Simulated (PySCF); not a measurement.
**Steps of a relaxation of [La(H2S)]3+**

[La(H2S)]3+ (singlet). PySCF 2.14.0, RKS BP86, La lcecp-1-SVP with ECP46, S def2-SVP, H def2-SVP; non-relativistic Hamiltonian with scalar-relativistic core potentials where named; density fitting; no spin-orbit coupling. Origin of the start: template. Columns: position (Å) and force (eV/Å). Energies are counted from the last step; some of the 6 steps are shown. Forces carry noise of the integration grid, about 0.01 to 0.03 eV/Å.

Run from Python with OMP_NUM_THREADS=2. Where DIIS fails, smearing, a level shift and second-order steps follow.
It took 6.9 s on 2 threads of Arm Neoverse V2, on a shared host, from the converged density of the start.

```xyz
4
step 0  E = 0.073 eV
La    0.0000   -0.0087   -0.5883     0.00    0.03    0.05
S     0.0000   -0.0087    2.3717     0.00   -1.00   -0.63
H     0.9700    0.7413    2.9217     1.05    0.48    0.29
H    -0.9700    0.7413    2.9217    -1.05    0.48    0.29
```

```xyz
4
step 2  E = 0.001 eV
La    0.0000   -0.0058   -0.5740     0.00    0.01    0.06
S     0.0000   -0.0016    2.3765     0.00   -0.04   -0.05
H     1.0485    0.7362    2.9122     0.01    0.02   -0.01
H    -1.0485    0.7362    2.9122    -0.01    0.02   -0.01
```

```xyz
4
step 3  E = 0.000 eV
La    0.0000   -0.0041   -0.5689     0.00    0.01    0.04
S     0.0000   -0.0054    2.3768     0.00    0.01    0.00
H     1.0492    0.7373    2.9095    -0.02   -0.01   -0.02
H    -1.0492    0.7373    2.9095     0.02   -0.01   -0.02
```

Task: Where does the relaxation end?

Result: It converges at step 5 in Cs:
```xyz
4
step 5  E = 0
La    0.0000   -0.0009   -0.5597
S     0.0000   -0.0103    2.3786
H     1.0482    0.7382    2.9039
H    -1.0482    0.7382    2.9039
```

Task: How did the contacts change?

Result: 
```csv
contact,start (Å),end (Å)
La1–S2 (H2S),2.960,2.938
```
